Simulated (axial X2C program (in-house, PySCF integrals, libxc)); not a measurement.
# AsSe⁻: bond constants with and without spin–orbit coupling

Calculated with an in-house relativistic program for diatomic molecules. Spin-free means the one-electron spin-free X2C Hamiltonian; two-component (2c) means X2C with spin–orbit coupling and atomic mean-field two-electron Coulomb and Gaunt terms, so the difference of the two also holds small scalar two-electron terms. Basis: Se dyall-acv3z [9s10p7d5f1g], As dyall-acv3z [10s10p7d5f1g] (cores contracted in-house); Gaussian nuclei, density fitting, unrestricted open shells. Masses: Se 79.917 u, As 74.922 u.

The run was started with this input:
```json
{"zs": [34, 33], "q": -1, "bas": ["dyall-acv3z", "dyall-acv3z"], "levels": ["PBE0", "HF", "r2SCAN0"], "cc": true, "r0": 2.21, "thr": -2.0, "nmax": 90, "npts": 10, "nst": 2, "ntry": 6}
```
```bash
python so2c.py task.json out
```

Keys: zs atomic numbers; q charge; bas basis sets; levels methods; cc coupled cluster on or off; r0 starting distance in Å; thr threshold in hartree for freezing inner shells (an s shell follows its p shell); nmax most natural virtual spinors; npts points on the curve; nst determinants followed; ntry starts of the search. HF also brings MP2.

State, spin-free: M_S = 1, Λ = 0 (beyond evenly filled blocks: π+α, π-α); electrons by block: σα: 15, σβ: 15, π+α: 8, π+β: 7, π-α: 8, π-β: 7, δ+α: 2, δ+β: 2, δ-α: 2, δ-β: 2. Fragments: Se- + As.

State, 2c: Ω = 1 (⟨Sz⟩ = 1.00, ⟨Lz⟩ = 0.00 at PBE0); electrons by block: 1/2: 22, -1/2: 23, 3/2: 10, -3/2: 9, 5/2: 2, -5/2: 2. Fragments: Se- + As.

```csv
Hamiltonian,level,Re (Å),ωe (cm⁻¹),ωexe (cm⁻¹),Be (cm⁻¹),De (eV),μ (D)
spin-free,PBE0,2.250,338.6,0.787,0.08611,3.26,0.25
spin-free,HF,2.261,333.1,n/a,0.08531,1.46,1.34
spin-free,CCSD,2.266,332.8,0.851,0.08487,2.79,n/a
spin-free,CCSD(T),2.274,328.2,0.758,0.08428,2.95,n/a
spin-free,r2SCAN0,2.238,346.2,0.797,0.08705,3.17,0.35
2c,PBE0,2.251,337.5,0.794,0.08603,3.22,0.24
2c,r2SCAN0,2.239,345.3,0.802,0.08697,n/a,0.34
```

Correlated methods: 12 electrons correlated (number of frozen shells: Se 3 s, 2 p, 1 d; As 3 s, 2 p, 1 d), 310 virtual spin orbitals or spinors in MP2, 89 natural virtuals in coupled cluster.

Dipoles are positive if As is the positive end and refer to the centre of mass.

One determinant describes the state; a PBE0 search over occupations chose it and may have missed a lower one. Dissociation energies refer to the lowest single-determinant-based atoms at the same level and basis. De is not given where an atomic determinant may have missed its ground term or J level, or where the truncated virtual space spoils (T). Density functionals use the spin component along the axis (collinear). CCSD and (T) use frozen natural virtuals with an MP2 correction for the truncation; (T) itself is uncorrected, so its De runs slightly low. Other states lie close and PBE0, whose exact exchange favours high spin, may order them wrongly; the determinant shown need not be the ground state. The nearest other spin-free determinant of the search, M_S = 0, Λ = 2, lies 0.60 eV up at the distance of the search. Without a current term, density functionals place determinants with orbital angular momentum somewhat too high. With several unpaired electrons one determinant need not be a pure state. Open-shell Ω = 0 determinants with evenly filled partner blocks cannot be reached by this program, so the Ω shown need not be the lowest component. This is the Ω = 1 component of a π² triplet; the 0⁺ component is not one determinant and can lie lowest. The highest occupied level of some functionals is positive through self-interaction error; at Hartree–Fock it is bound. The determinant is spin-polarised beyond a pure state at some levels (its spin-free form has ⟨S²⟩ too high), which makes Re and μ there less reliable. Hartree–Fock gets electron affinities wrong, so its lowest charge split need not be the true one.

No reliable constants came from CCSD (2c), CCSD(T) (2c), HF (2c), MP2 (2c), MP2 (spin-free): no minimum in range, unconverged points, a curve that is not smooth, a change of character along it, or the two Hamiltonians disagreeing along it.

Rough cost a point (2c) on 1 thread(s) of a shared host, integrals apart: PBE0 1.3 s, r2SCAN0 1.8 s.

The whole task took 3.5 min on 1 thread of Arm Neoverse V2, with other jobs on the host.
